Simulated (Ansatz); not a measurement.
Program: Ansatz. Geometries: PBE0-D4/def2-TZVP. ΔE: electronic, gas phase. CCSD(T)/CBS adds triple-zeta CCSD(T) − MP2 to the extrapolated MP2 energy (def2 sets, frozen cores). DFT in def2-TZVPP. B3LYP here is the variant with VWN-RPA as its local correlation; programs differ in this. def2 core potentials past Kr. For Sn outer-core shells are correlated without core-valence functions, which leaves a few kJ/mol of doubt a bond. One conformer a species, not always the lowest.

`[SiH3][SiH2][O][SnH3]` + `CC1=CO1` → `[SnH3][C]1=CO1` + `CO[SiH2][SiH3]`  (formal exchange of groups at the Sn–O bond)

```
             level  ΔE (kcal/mol)  difference from CCSD(T)/CBS
         r2SCAN-D4           25.8                          1.6
           PBE0-D4           24.5                          0.3
          B3LYP-D4           24.9                          0.7
           ωB97M-V           25.3                          1.1
            B2PLYP           24.2                          0.0
               PBE           23.6                         -0.6
            r2SCAN           25.7                          1.5
              PBE0           24.3                          0.1
             B3LYP           24.7                          0.5
SCS-MP2/def2-TZVPP           22.7                         -1.5
   CCSD/def2-TZVPP           23.8                         -0.4
     HF/def2-QZVPP           28.6                          4.4
    MP2/def2-QZVPP           23.7                         -0.5
      HF/CBS(def2)           28.7                          4.5
     MP2/CBS(def2)           24.1                         -0.1
    CCSD/CBS(def2)           25.1                          0.9
       CCSD(T)/CBS           24.2                            0
```

Largest T1 diagnostic among the species: 0.029, so the coupled-cluster value is less sure than usual.

From PBE to PBE0 (25 % exact exchange), in def2-TZVPP and without D4, ΔE moves by +0.7 kcal/mol. In def2-TZVPP, CCSD(T) changes the Hartree–Fock value by −5.3 kcal/mol (the triples alone add −1.0 kcal/mol) and MP2 by −5.4 kcal/mol.
